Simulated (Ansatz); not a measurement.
# Relaxing a trial structure of GePSi+

The starting geometry of this gas-phase triplet was optimised with GFN2-xTB as a singlet.

```yaml
atoms:
  - { symbol: Ge, position_ang: [-1.6822, -0.1512, -1.0006] }
  - { symbol: P, position_ang: [-0.3350, -1.4462, 0.1684] }
  - { symbol: Si, position_ang: [0.0528, -0.1011, 1.7977] }
```

Q: Predict what it relaxes into with B3LYP-D3(BJ)/def2-SVP.

A: A new bond forms, giving a structure given below by its coordinates. Contacts that close: Ge1–Si3 (3.29 → 2.46 Å).

The energy falls by 0.88 eV over 7 steps:

```csv
step,E − E(last) (eV)
1,0.877
2,0.321
3,0.033
4,0.006
5,0.002
6,0.000
7,0.000
```

Final geometry (Å):

```xyz
3

Ge   -1.5332    0.0133   -0.6397
P    -0.2042   -1.7375    0.1573
Si   -0.2269    0.0256    1.4480
```

Frequencies at the end are all real (lowest 177 cm⁻¹). Open shells are spin-unrestricted. The triplet needn't be the ground state. Run with Ansatz 0.2.0, 2.3 min on 1 thread of AMD EPYC (Zen 3) (shared host).
